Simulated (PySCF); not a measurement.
# UHF on Rb²⁺ (rubidium, charge +2)

Configuration: [Ar] 3d10 4s2 4p5, 2P determinant. Calculation: PySCF 2.14, in Sapporo-DKH3-DZP-2012; scalar relativity by spin-free X2C-1e.

```
Total energy                                                  : -2977.860097 hartree
One-electron energy                                           : -4105.1293 hartree
Hartree (Coulomb) energy                                      : 1226.5404 hartree
Exchange energy                                               : -99.2711 hartree
⟨S²⟩                                                          : 0.7551
⟨L²⟩                                                          : 2.016
Sum of ⟨r⟩                                                    : 21.81 bohr
Sum of ⟨r²⟩                                                   : 26.22 bohr²
Traceless quadrupole moment −½Σ⟨3z² − r²⟩ along its main axis : 1.29 e·bohr²
Langevin diamagnetic susceptibility                           : -20.8 ×10⁻⁶ cm³/mol
Time after the integrals                                      : 0.11 s of wall time on 1 thread of Neoverse-V1 (shared host)
```

| shell | electrons | mean orbital energy (hartree) | spread (hartree) | rms radius, mean of both spins (bohr) |
| --- | --- | --- | --- | --- |
| 1s α | 1 | -562.48173 | 0 | 0.0464 |
| 1s β | 1 | -562.47459 | 0 | 0.0464 |
| 2s α | 1 | -78.20384 | 0 | 0.192 |
| 2s β | 1 | -78.19946 | 0 | 0.192 |
| 2p α | 3 | -69.23323 | 0.01224 | 0.171 |
| 2p β | 3 | -69.22485 | 0.00570 | 0.171 |
| 3s α | 1 | -13.28961 | 0 | 0.543 |
| 3s β | 1 | -13.27634 | 0 | 0.543 |
| 3p α | 3 | -10.31595 | 0.03637 | 0.557 |
| 3p β | 3 | -10.29833 | 0.00401 | 0.557 |
| 3d α | 5 | -5.37493 | 0.03433 | 0.577 |
| 3d β | 5 | -5.36572 | 0.01918 | 0.577 |
| 4s α | 1 | -2.27499 | 0 | 1.53 |
| 4s β | 1 | -2.14129 | 0 | 1.53 |
| 4p α | 3 | -1.48830 | 0.08372 | 1.76 |
| 4p β | 2 | -1.43172 | 0 | 1.76 |

Densities and radii are taken from the X2C orbitals without a picture-change correction, which distorts them close to the nucleus.
